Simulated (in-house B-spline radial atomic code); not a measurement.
Configurations of Zr4+, with energies counted from [Ar] 3d10 4s2 4p6. Method: scalar-relativistic (X2C) B97-1, spin-polarised, spherical fractional occupations, Fermi nucleus of rms radius 4.2694 fm. Calculated with a radial B-spline atomic code at the basis-set limit. Caution: exact exchange at fractional occupations of open shells leaves self-interaction of up to several eV. Shells without spins written out take the highest spin.

Occupations are held fixed; configurations that lie above the ionisation limit could autoionise.

```
                                  configuration  E - E(ref) (eV)  highest orbital  its <r> (bohr)
                          [Ar] 3d10 4s2 4p5 5s1           42.049            5s up           2.641
                          [Ar] 3d10 4s2 4p5 5p1           49.033            5p up               3
[Ar] 3d10 4s(0 up, 1 down) 4p6 5s(0 up, 1 down)           65.101          5s down           2.632
                           [Ar] 3d9 4s2 4p6 5p1           207.14            5p up           2.951
 [Ar] 3d(4 up, 5 down) 4s2 4p6 5f(0 up, 1 down)           225.08          5f down           5.299
                  [Ne] 3s2 3p5 3d10 4s2 4p6 5d1            360.8            5d up           3.729
                  [Ne] 3s2 3p5 3d10 4s2 4p6 5f1           369.41            5f up           5.297
```

(1) Order these further configurations by energy, lowest first.
A. [Ar] 3d9 4s2 4p6 5d1
B. [Ar] 3d10 4s1 4p6 5d1
C. [Ar] 3d10 4s2 4p(2 up, 3 down) 4d(1 up, 0 down)
D. [Ne] 3s2 3p5 3d10 4s2 4p6 5p1
E. [Ar] 3d10 4s2 4p(2 up, 3 down) 5f(1 up, 0 down)

(2) How far above the reference does [Ar] 3d10 4s2 4p5 4f1 lie?

(3) How far above the reference does [Ar] 3d10 4s1 4p6 5f1 lie?

## Answers

(1) C (35.147 eV), E (66.671 eV), B (81.327 eV), A (216.45 eV), D (351.48 eV).

(2) 58.887 eV; its least bound orbital is 4f up with <r> = 2.97 bohr.

(3) 89.694 eV; its least bound orbital is 5f up with <r> = 5.353 bohr.
